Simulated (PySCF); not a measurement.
C₂H₃O₂, SMILES [CH2]C(=O)O, doublet at its PBE0/def2-SVP optimised geometry (Å):

```
7

C      0.6405    -0.7097     0.0000
C     -0.0396     0.5700     0.0000
O      0.5201     1.6456    -0.0004
O     -1.3806     0.4530     0.0005
H      0.0802    -1.6456    -0.0001
H      1.7303    -0.7097     0.0000
H     -1.7303     1.3567     0.0001
```

Level of theory: unrestricted PBE0/def2-TZVP in PySCF. Cells within 0.4 Å of a nucleus heavier than hydrogen are left out (blank, or x).

Map of the electrostatic potential (hartree/e), clipped to [-0.08, 0.12] on the plane z = 0.0 Å:

```
|44444444333322222222222222233|
|44444444433322211111222222233|
|44444444433321111111112222223|
|44444555443221000000111222223|
|44455555554311000000011222223|
|44555667764321123200001122223|
|44556789986422799940001122223|
|4456789999964799x991001122223|
|445679999999899xxx93001122233|
|445679999999999xx993001222333|
|44456999999999999992112223333|
|4445579999999xx99973222333333|
|44444599xxx99xxx9985333333333|
|33333489xxx99xx99997655444333|
|33333249999999999999997544443|
|33332224999999999999999754444|
|333222112467999xxx99999865444|
|333322222346899xxx99999865444|
|33332222234699999999999765444|
|33333333334699999999997654444|
|33333333345799999997665554444|
|33333333445699999865555444444|
|33333333445689998655444444444|
|33333334444567776554444444444|
|33333334444555655544444444444|
|33333334444455555444444444444|
|33333334444444444444444444444|
|33333334444444444444444444444|
|33333334444444444444444444443|
```
Scale: ten equal steps from -0.071 (start of '0') to 0.120 (end of '9'), in the order '0123456789'; x runs from -4.00 to 4.00, y from -4.00 (bottom) to 4.00 (top).
